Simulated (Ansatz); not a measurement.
I, charge +2, doublet (typed; the unrestricted solution is spin-contaminated) (a state made from the parent by changing its charge; the spin is typed, not shown lowest) (all electrons, no relativity); B3LYP/STO-3G (Ansatz, a program for electronic structure).

Input for Ansatz:
Ansatz 0.2 input:
```yaml
crystal:
  periodic: [false, false, false]
  atoms:
    - {symbol: I, position_ang: [0.00000000, 0.00000000, 0.00000000]}
basis:
  gaussian:
    orbitals: STO-3G
hamiltonian:
  xc: b3lyp
total_charge: 2
magnetization: {spin_polarized: true, initial_magnetization: 1}
```

What the program printed (banner, timings and long lists left out):

```
Functional definition: B3LYP
251 factors; integrals over basis functions are off by at most 3.0e-6 eV
mean field evaluation 1: about -186445.1228 eV, gradient 2.8e-1 eV
mean field evaluation 2: about -186445.1230 eV, gradient 3.5e-3 eV
mean field evaluation 4: about -186445.1234 eV, gradient 4.1e-4 eV
mean field evaluation 8: about -186445.1234 eV, gradient 9.7e-10 eV
mean field evaluation 16: about -186445.1228 eV, gradient 2.8e-1 eV
mean field evaluation 32: about -186445.1233 eV, gradient 1.9e-1 eV
mean field -186446.42647369 eV, -6851.7797949812 hartree, gradient 6.7e-7 eV, S^2 1.750000; 4 other end points of the search recorded, 0 dependent functions left out
reference -186446.42659019 eV, -6851.7797992625 hartree; 26, 25 occupied and 1, 2 virtual orbitals, 251 factors
Total energy: -186446.42659019 eV, -6851.7797992625 hartree
```
